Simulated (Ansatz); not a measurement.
Ansatz (a program for electronic structure) input for Si(F)(NH2)3 (FH₆N₃Si), SMILES N[Si](N)(N)F, PBE0/def2-SVPD. Geometry optimised at PBE0-D3(BJ)/def2-SVP. One conformer was computed; it need not be the lowest.

Ansatz 0.2 input:
```yaml
crystal:
  periodic: [false, false, false]
  atoms:
    - {symbol: N, position_ang: [-0.74979232, -0.30918359, 1.51468757]}
    - {symbol: Si, position_ang: [-0.00172396, 0.00369359, -0.00000000]}
    - {symbol: N, position_ang: [0.37360248, 1.66523258, 0.00000001]}
    - {symbol: N, position_ang: [-0.74979230, -0.30918358, -1.51468759]}
    - {symbol: F, position_ang: [1.23785609, -1.05811910, 0.00000001]}
    - {symbol: H, position_ang: [-0.73940584, -1.24807615, 1.89438548]}
    - {symbol: H, position_ang: [-1.57783495, 0.19866000, 1.79965607]}
    - {symbol: H, position_ang: [0.69989357, 2.12106809, -0.84271751]}
    - {symbol: H, position_ang: [0.69989355, 2.12106809, 0.84271752]}
    - {symbol: H, position_ang: [-1.57783493, 0.19865999, -1.79965609]}
    - {symbol: H, position_ang: [-0.73940583, -1.24807615, -1.89438550]}
basis:
  gaussian:
    orbitals: def2-SVPD
hamiltonian:
  xc: {name: PBE0}
```

Log of the run:

```
WARN ansatz: RAYON_NUM_THREADS=1 ignored (pool sized by the plan → 1); use --threads N
Functional definition: PBE0
integrals: 0.08 GiB planned
1339 factors; their error is unknown
mean field: 0.74 GiB planned
mean field evaluation 1: about -15135.4343 eV, gradient 8.3e1 eV
mean field evaluation 2: about -15124.9409 eV, gradient 1.1e2 eV
mean field evaluation 4: about -15148.5403 eV, gradient 2.8e0 eV
mean field evaluation 8: about -15148.5586 eV, gradient 2.0e-2 eV
mean field evaluation 16: about -15148.6317 eV, gradient 6.6e-5 eV
mean field -15148.63169398 eV, -556.7019466424 hartree, gradient 6.6e-5 eV, S^2 0.000000; 0 other end points of the search recorded, 0 dependent functions left out
reference -15148.63172613 eV, -556.7019478240 hartree; 25, 25 occupied and 130, 130 virtual orbitals, 1339 factors
Total energy: -15148.63172613 eV, -556.7019478240 hartree
```

The calculation finished and met its thresholds.

Cost: about 2.8 core-seconds (a rough figure).
